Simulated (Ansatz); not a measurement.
Ideal-gas functions of FH$_{3}$Sn, SMILES `[F][SnH3]` at 400 K and 1 bar, from an Ansatz frequency run at PBE0-D4/def2-TZVP.

Molar mass 140.73 g/mol, point group C3v (symmetry number 3), electronic degeneracy 1, moments of inertia 8.18, 66.282, 66.282 u Å². Harmonic wavenumbers (cm⁻¹, unscaled): 506, 507, 611, 699, 699, 712, 1972, 1980, 1980.

Use S(trans) = R[1.5 ln M + 2.5 ln T − 1.1517]; rotational temperatures θ = 24.2544 K / I; S(rot) = R[ln(√π/σ · √(T³/θAθBθC)) + 1.5]; for each mode x = 1.438777 ν̃/T, S = R[x/(eˣ − 1) − ln(1 − e⁻ˣ)] and H = RT x/(eˣ − 1); 1 cm⁻¹ = 0.0119627 kJ/mol; R = 8.31446 J/(mol·K).

Problem. By hand: the entropy, in J/(mol·K).

Solution. Translation 176.7. Rotation: θ = 2.9651, 0.3659, 0.3659 K, giving 86.7. Vibration, mode by mode: 4.40, 4.38, 3.26, 2.54, 2.54, 2.45, 0.06, 0.05, 0.05, in all 19.7. Electronic 0.0. Sum 283.1 J/(mol·K).

Problem. By hand: H − E and G − E in kJ/mol, counted from the electronic energy.

Solution. Zero-point energy ½ × 9666 × 0.0119627 = 57.8; thermal vibration 5.5; translation, rotation and pV give 4 RT = 13.3. H − E = 76.6 kJ/mol, and G − E = 76.6 − 400 × 283.1/1000 = -36.6 kJ/mol.

Vibration gives 7 % of the entropy.
